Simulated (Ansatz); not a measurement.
Born–Oppenheimer molecular dynamics of BFH4OS (8 atoms, charge 0, multiplicity 1). It starts at the highest image of a converged band, a first-order saddle point between two minima.

Method: RKS PBE0-D4/def2-SVP (Ansatz 0.2.0).

```json
{"ensemble": "NVE (velocity Verlet)", "time step": "0.5 fs", "steps asked": "188", "starting velocities drawn for": "300 K", "seed": "5395"}
```

First frame:

```xyz
8
Properties=species:S:1:pos:R:3
B 0.069 0.253 0.263
O -0.230 -0.238 1.664
H -1.087 -0.689 1.674
H 1.196 0.044 -0.115
F -0.967 -0.012 -0.566
S -0.075 2.269 0.899
H 1.217 2.368 1.280
H -0.343 1.032 1.856
```

Question: How far do the bonds stretch over the last three quarters of this one trajectory? (Pairs bonded in most of those frames.)

Answer: 
```csv
bond,mean (Å),spread (Å),shortest,longest
B1–O2,1.356,0.017,1.33,1.40
B1–H4,1.208,0.009,1.19,1.23
B1–F5,1.337,0.023,1.30,1.38
O2–H3,0.968,0.006,0.96,0.98
S6–H7,1.352,0.006,1.34,1.37
S6–H8,1.356,0.010,1.34,1.38
```

Mean temperature of the second half: 1160 K. The conserved energy stayed within 0.053 meV per atom of its start (net change 0.018 meV per atom), so the integration is sound. The kinetic energy rose, since the run started high on the potential surface and went downhill. It ends in pieces (BFH2O + H2S), so much of that is their flight and rotation, not heat. A run of 0.094 ps of so small a system gives no equilibrium averages. The orbitals stay closed-shell, which can raise the energy where a bond breaks towards radicals; this wasn't checked here.

Time of the run: 10 min on 1 thread of Intel(R) Xeon(R) Platinum 8259CL CPU @ 2.50GHz (Skylake/Cascade Lake) (shared host), peak memory 0.19 GiB.
